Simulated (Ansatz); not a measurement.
```yaml
crystal:
  periodic: [false, false, false]
  atoms:
    - {symbol: C, position_ang: [-1.308535, -0.474719, -0.245279]}
    - {symbol: Si, position_ang: [0.238837, 0.106947, 0.583510]}
    - {symbol: N, position_ang: [1.843518, -0.493201, 0.034616]}
    - {symbol: C, position_ang: [1.660838, 0.717569, -0.271163]}
    - {symbol: F, position_ang: [2.477339, 1.523306, -0.920949]}
    - {symbol: H, position_ang: [-1.136834, -0.647016, -1.308580]}
    - {symbol: H, position_ang: [-2.107510, 0.262345, -0.131652]}
    - {symbol: H, position_ang: [-1.649779, -1.407776, 0.211683]}
    - {symbol: H, position_ang: [0.070726, 0.366245, 2.030615]}
basis:
  gaussian: {orbitals: def2-TZVPPP}
hamiltonian: {xc: {name: rPW86-PBE}, dispersion: rvv10, pseudopotentials: {relativity: none}}
scf: {lower_state_search: full}
```

```sh
$ ansatz run in.yaml --threads 2 --pin off --events-out ev --progress --plain --max-ram 4352MiB
```

Question: How does Ansatz answer? (Best estimate.)

Answer: The calculation gave: The input was rejected before any iteration.
```
Error: <dir> can't be read: No such file or directory (os error 2)
```
